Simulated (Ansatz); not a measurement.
Computed with Ansatz on PBE0-D4/def2-TZVP structures; ΔE is electronic, products minus reactants. CCSD(T)/CBS adds triple-zeta CCSD(T) − MP2 to the extrapolated MP2 energy (def2 sets, frozen cores). DFT in def2-TZVPP. For Ga, Ge, Se outer-core shells are correlated without core-valence functions, which leaves a few kJ/mol of doubt a bond. Scalar relativity is left out up to krypton. One conformer a species, not always the lowest.

`[OH][GaH][SeH]` + `F[CH2][GeH3]` → `[F][GaH][SeH]` + `O[CH2][GeH3]`  (redistribution)

`[OH][GaH][SeH]`:

Cartesian coordinates in Å:
```
O 1.207 -0.154 -1.027
Ga -0.364 0.514 -0.513
Se -1.253 -0.115 1.545
H 1.613 -0.756 -0.401
H -1.089 1.498 -1.465
H -0.114 -0.988 1.861
```

`F[CH2][GeH3]`:

Z-matrix (Å, degrees):
```
C
Ge 1 1.975
F 1 1.386 2 110.3
H 1 1.094 2 110.7 3 119.9
H 1 1.094 2 110.7 3 -119.8
H 2 1.539 1 108.3 3 179.9
H 2 1.535 1 109.6 3 -60.5
H 2 1.535 1 109.6 3 60.3
```

`[F][GaH][SeH]`:

Cartesian coordinates in Å:
```
F 0.030 -2.218 0.145
Ga 0.354 -0.514 -0.114
Se -1.414 0.814 0.543
H 1.722 -0.114 -0.724
H -0.692 2.032 0.150
```

`O[CH2][GeH3]`:

Z-matrix (Å, degrees):
```
C
Ge 1 1.968
O 1 1.415 2 108.0
H 1 1.098 2 108.5 3 -121.7
H 1 1.098 2 108.5 3 121.7
H 2 1.536 1 110.0 3 -60.7
H 2 1.540 1 108.6 3 179.8
H 2 1.536 1 110.0 3 60.2
H 3 0.960 1 108.8 2 180.0
```

| level | ΔE (kcal/mol) |
| --- | --- |
| revPBE | -6.4 |
| CCSD(T)/def2-SVP | -8.6 |

(1) What does CCSD(T)/CBS give? (Estimate.)

Largest T1 diagnostic among the species: 0.013.

Answers

(1) Computed: -6.8 kcal/mol. The listed levels differ from it by 0.4, -1.8 kcal/mol.

Leaving LDA and LC-ωPBE aside and taking each functional with its dispersion term where it has one, the values, not all of them listed here, spread over 1.2 kcal/mol, from PBE-QIDH to BLYP-D4. From BLYP to BHLYP (50 % exact exchange), in def2-TZVPP and without D4, ΔE moves by −1.2 kcal/mol.
